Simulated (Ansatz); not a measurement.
Geometry optimisation, RKS r2SCANh-D4/def2-SVP in Ansatz 0.2.0.

input.yaml

```yaml
crystal:
  periodic: [false, false, false]
  atoms:
    - { symbol: Ge, position_ang: [0.43025, -0.540076, -0.469765] }
    - { symbol: O, position_ang: [-0.934472, -0.496672, 2.173444] }
    - { symbol: H, position_ang: [-1.200789, -1.215119, 2.778956] }
    - { symbol: H, position_ang: [1.019527, -0.638868, -1.886291] }
    - { symbol: H, position_ang: [0.50834, 0.914156, 0.03785] }
    - { symbol: O, position_ang: [-1.262122, -1.063918, -0.634022] }
    - { symbol: H, position_ang: [-1.690775, -0.891773, 0.226102] }
    - { symbol: P, position_ang: [1.5396, -1.896202, 1.006072] }
    - { symbol: H, position_ang: [0.560575, -2.922479, 0.834742] }
    - { symbol: H, position_ang: [2.456638, -2.465011, 0.062641] }
    - { symbol: H, position_ang: [0.001927, -0.319238, 2.431971] }
basis:
  gaussian: { orbitals: def2-SVP }
hamiltonian:
  xc: r2scanh
  dispersion: d4
relax:
  f_tol: 0.03
  max_steps: 50
```

Run as:

```bash
$ ansatz run input.yaml --threads 4 --pin off --max-ram 5120MiB --backend cpu --events-out ev --progress --plain --runs-dir out
```

Question: Where does it end, and by what steps?

Answer: It converged. After 20 steps the energy has fallen by 0.168 eV; H11 moved furthest, 1.08 Å.

| step | energy less start (eV) | largest force component (eV/Å) | accepted |
| --- | --- | --- | --- |
| 0 | 0.0000 | 1.007 | yes |
| 1 | -0.0486 | 0.679 | yes |
| 2 | -0.0494 | 0.916 | yes |
| 3 | -0.0792 | 0.176 | yes |
| 4 | -0.0929 | 0.092 | yes |
| 5 | -0.0977 | 0.161 | yes |
| 6 | -0.1018 | 0.512 | yes |
| 7 | -0.1149 | 0.178 | yes |
| 8 | -0.1192 | 0.284 | yes |
| 9 | -0.1235 | 0.255 | yes |
| 10 | -0.1284 | 0.210 | yes |
| 11 | -0.1329 | 0.144 | yes |
| 12 | -0.1377 | 0.082 | yes |
| 13 | -0.1405 | 0.518 | yes |
| 14 | -0.1516 | 0.389 | yes |
| 15 | -0.1397 | 0.316 | no |
| 16 | -0.1594 | 0.143 | yes |
| 17 | -0.1649 | 0.089 | yes |
| 18 | -0.1654 | 0.258 | yes |
| 19 | -0.1675 | 0.082 | yes |
| 20 | -0.1676 | 0.030 | yes |

```xyz
11
Properties=species:S:1:pos:R:3
Ge 0.399 -0.675 -0.554
O -1.274 -0.567 2.382
H -0.602 -1.250 2.522
H 0.686 -0.976 -2.028
H 0.999 0.688 -0.144
O -1.358 -0.695 -0.394
H -1.586 -0.591 0.550
P 1.304 -2.254 0.913
H 1.083 -3.383 0.073
H 2.652 -2.061 0.492
H -0.874 0.229 2.748
```

Whether the end is a true minimum wasn't checked by a vibrational analysis.

Time of the run: 47 s on 4 threads of Arm Neoverse V2, on a shared host, peak memory 0.3 GiB.
